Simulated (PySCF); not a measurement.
## Germanium: a sound run and one with changed settings

Sound run: Ge [Ar] 3d10 4s2 4p2, Ge⁺ [Ar] 3d10 4s2 4p1. Computed with PySCF 2.14 in aug-cc-pVDZ-DK (6s5p3d, 36 functions), with the spin-free X2C one-electron Hamiltonian (Gaussian nucleus). In the sound run the correlated levels freeze [Ar] 3d10. The sound run starts from symmetry-adapted Hartree-Fock orbitals and uses a fine grid where one is needed.

Changed run: a valence shell is frozen. This setting is unsound on purpose.

```
species   method  sound run (hartree)  changed run (hartree)  converged
     Ge      MP2          -2097.00059            -2096.96382        yes
     Ge  CCSD(T)          -2097.01755            -2096.96596        yes
```

Ionisation energy of Ge:

```json
{"method": "UHF", "sound run (eV)": "7.413", "changed run (eV)": "7.413"}
{"method": "MP2", "sound run (eV)": "7.679", "changed run (eV)": "7.527"}
{"method": "SCS-MP2", "sound run (eV)": "7.609", "changed run (eV)": "7.451"}
{"method": "CCSD", "sound run (eV)": "7.707", "changed run (eV)": "7.585"}
{"method": "CCSD(T)", "sound run (eV)": "7.719", "changed run (eV)": "7.585"}
{"method": "CCSDT", "sound run (eV)": "n/a", "changed run (eV)": "7.585"}
{"method": "FCI", "sound run (eV)": "n/a", "changed run (eV)": "7.585"}
```

Freezing a valence shell removes pair correlation that changes on ionisation.

For comparison, NIST gives 7.899 eV between the lowest levels.
